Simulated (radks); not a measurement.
Problem. These are the eigenvalues of the occupied orbitals of an atom or ion with whole-number occupations (eV). Calculated with a radial shooting solver on a logarithmic mesh with Libxc functionals: Dirac Kohn-Sham, relativistic LDA (MacDonald-Vosko exchange, VWN5 correlation), spin-unpolarised, spherical densities, finite nucleus; Fermi nuclear charge, rms radius of each element as measured or else 0.836 A^(1/3) + 0.57 fm.

1s1/2: -29673.48
2s1/2: -5185.134
2p1/2: -4908.688
2p3/2: -4678.914
3s1/2: -1596.042
3p1/2: -1484.620
3p3/2: -1438.998
3d3/2: -1246.035
3d5/2: -1236.175

Which element is it, and in what charge state? The configuration may be excited. Open shells, if any, fill j = l - 1/2 first.

Solution. Z = 50, tin, charge +24: Sn24+ in [Ar] 3d8. The list shows which subshells hold electrons but not how many an open one holds; the 1s level, -1090.5 hartree, gives Z - s = 46.7 by -(Z - s)^2/2, which with screening and relativity narrows Z to a few neighbours, and the depths of the outer levels then fix element, charge and occupations together.
